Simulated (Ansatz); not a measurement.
Job for Ansatz (a program for electronic structure): R-B3LYP-D3(BJ)/def2-TZVP on FH3Si (SMILES F[SiH3]).

Ansatz 0.2 input:
```yaml
crystal:
  periodic: [false, false, false]
  atoms:
    - {symbol: Si, position_ang: [-0.09130000, 0.00210000, -0.01950000]}
    - {symbol: F, position_ang: [1.47890000, -0.03420000, 0.31640000]}
    - {symbol: H, position_ang: [-0.35820000, 1.36850000, -0.43980000]}
    - {symbol: H, position_ang: [-0.27540000, -0.97570000, -1.08010000]}
    - {symbol: H, position_ang: [-0.75400000, -0.36070000, 1.22310000]}
basis:
  gaussian:
    orbitals: def2-TZVP
hamiltonian:
  xc: b3lyp
  dispersion: d3bj
relax: {f_tol: 0.004, max_steps: 120}
scf: {lower_state_search: off}
```

Program output:

```
WARN ansatz: RAYON_NUM_THREADS=1 ignored (pool sized by the plan → 1); use --threads N
Functional definition: B3LYP
these checks for a lower state are left out or cut short: stability, starts, cluster_reference, orbital_swaps, neighbouring_geometries, increment
integrals: 0.02 GiB planned
549 factors; their error is unknown
mean field: 0.19 GiB planned
mean field evaluation 1: about -10645.3234 eV, gradient 3.3e1 eV
mean field evaluation 2: about -10642.7913 eV, gradient 5.6e1 eV
mean field evaluation 4: about -10646.9130 eV, gradient 6.4e-1 eV
mean field evaluation 8: about -10646.9474 eV, gradient 8.3e-2 eV
mean field -10646.94736737 eV, -391.2680989909 hartree, gradient 2.6e-6 eV, S^2 0.000000; 0 other end points of the search recorded, 0 dependent functions left out
the calculation of the forces begins
reference -10646.94756667 eV, -391.2681063150 hartree; 13, 13 occupied and 73, 73 virtual orbitals, 549 factors
relax step   1: F+E_penalty+E_count = -10647.03941322 eV  Δ(F+E_penalty+E_count) = +0.000e0 eV  max|allowed force component| = 8.764e-1 eV/Å  Δτ_max = 0.0000 Å  (12 SCF iters, accepted)
these checks for a lower state are left out or cut short: stability, starts, cluster_reference, orbital_swaps, neighbouring_geometries, increment
integrals: 0.02 GiB planned
549 factors; their error is unknown
mean field: 0.19 GiB planned
mean field evaluation 16: about -10646.9546 eV, gradient 1.9e0 eV
mean field -10646.99439681 eV, -391.2698272907 hartree, gradient 1.3e-6 eV, S^2 0.000000; 0 other end points of the search recorded, 0 dependent functions left out
the calculation of the forces begins
reference -10646.99459676 eV, -391.2698346389 hartree; 13, 13 occupied and 73, 73 virtual orbitals, 549 factors
relax step   2: F+E_penalty+E_count = -10647.08619419 eV  Δ(F+E_penalty+E_count) = -4.678e-2 eV  max|allowed force component| = 2.373e-1 eV/Å  Δτ_max = 0.0455 Å  (19 SCF iters, accepted)
these checks for a lower state are left out or cut short: stability, starts, cluster_reference, orbital_swaps, neighbouring_geometries, increment
integrals: 0.02 GiB planned
549 factors; their error is unknown
mean field: 0.19 GiB planned
mean field -10646.99574133 eV, -391.2698767008 hartree, gradient 1.3e-6 eV, S^2 0.000000; 0 other end points of the search recorded, 0 dependent functions left out
the calculation of the forces begins
reference -10646.99594148 eV, -391.2698840562 hartree; 13, 13 occupied and 73, 73 virtual orbitals, 549 factors
relax step   3: F+E_penalty+E_count = -10647.08749063 eV  Δ(F+E_penalty+E_count) = -1.296e-3 eV  max|allowed force component| = 6.421e-2 eV/Å  Δτ_max = 0.0069 Å  (19 SCF iters, accepted)
these checks for a lower state are left out or cut short: stability, starts, cluster_reference, orbital_swaps, neighbouring_geometries, increment
integrals: 0.02 GiB planned
549 factors; their error is unknown
mean field: 0.19 GiB planned
mean field evaluation 32: about -10646.9958 eV, gradient 1.4e-4 eV
mean field -10646.99575041 eV, -391.2698770345 hartree, gradient 2.7e-7 eV, S^2 0.000000; 0 other end points of the search recorded, 0 dependent functions left out
the calculation of the forces begins
reference -10646.99595049 eV, -391.2698843875 hartree; 13, 13 occupied and 73, 73 virtual orbitals, 549 factors
relax step   4: F+E_penalty+E_count = -10647.08751610 eV  Δ(F+E_penalty+E_count) = -2.547e-5 eV  max|allowed force component| = 4.777e-2 eV/Å  Δτ_max = 0.0022 Å  (13 SCF iters, accepted)
these checks for a lower state are left out or cut short: stability, starts, cluster_reference, orbital_swaps, neighbouring_geometries, increment
integrals: 0.02 GiB planned
549 factors; their error is unknown
mean field: 0.19 GiB planned
mean field -10646.99579982 eV, -391.2698788504 hartree, gradient 4.8e-7 eV, S^2 0.000000; 0 other end points of the search recorded, 0 dependent functions left out
the calculation of the forces begins
reference -10646.99599994 eV, -391.2698862048 hartree; 13, 13 occupied and 73, 73 virtual orbitals, 549 factors
relax step   5: F+E_penalty+E_count = -10647.08755693 eV  Δ(F+E_penalty+E_count) = -4.083e-5 eV  max|allowed force component| = 1.999e-4 eV/Å  Δτ_max = 0.0008 Å  (13 SCF iters, accepted)
Total energy: -10647.08775705 eV, -391.2732582164 hartree
Atom 0 at    -0.042401     0.000981    -0.009052 Å, force     0.000022    -0.000001     0.000005 eV/Å
Atom 1 at     1.527784    -0.035334     0.326892 Å, force     0.000118    -0.000003     0.000025 eV/Å
Atom 2 at    -0.390889     1.368106    -0.446500 Å, force    -0.000062    -0.000194     0.000039 eV/Å
Atom 3 at    -0.308170    -0.974114    -1.086265 Å, force    -0.000074     0.000143     0.000131 eV/Å
Atom 4 at    -0.786325    -0.359639     1.215025 Å, force    -0.000005     0.000054    -0.000200 eV/Å
Dipole moment:    -0.266292     0.006157    -0.056973 e Å
Checks for a lower state left out: stability, starts, cluster_reference, orbital_swaps, neighbouring_geometries, increment
```

The calculation finished and met its thresholds.

Cost: around 3 core-seconds (rough).
